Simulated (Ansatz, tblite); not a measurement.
Breaking a bond: Si(Me)(OEt)2(H), SMILES CCO[SiH](C)OCC (C5H14O2Si). The Si1–O15 bond (Si1 also carries C, H, O; O15 carries C) is stretched with both fragments frozen at the PBE0/def2-SVP optimised geometry.

Levels: GFN2-xTB, 300 K electronic temperature (tblite); UKS-PBE0 = unrestricted PBE0/def2-SVP run with Ansatz (a quantum-chemistry and plane-wave program).

Energies relative to the lowest point of each curve near equilibrium, in kcal/mol:

| R / Å | GFN2-xTB |
|---|---|
| 1.37 | 49.8 |
| 1.47 | 13.8 |
| 1.57 | 1.4 |
| 1.61 | 0.0 |
| 1.66 | 0.1 |
| 1.72 | 2.0 |
| 1.79 | 5.8 |
| 1.86 | 10.7 |
| 2.02 | 23.4 |
| 2.43 | 57.3 |
| 3.07 | 96.4 |
| 4.12 | 118.5 |

Problem. Estimate the UKS-PBE0 values at these points.

Solution. 1.37: 54.3; 1.47: 19.3; 1.57: 3.8; 1.61: 1.2; 1.66: 0.0; 1.72: 1.0; 1.79: 4.5; 1.86: 9.8; 2.02: 25.3; 2.43: 67.0; 3.07: 104.3; 4.12: 115.4 (kcal/mol).

The unrestricted determinant behind UKS-PBE0 is spin-contaminated at 2.76 to 4.80 Å (<S²> up to 1.0, against 0.00 for a pure singlet).
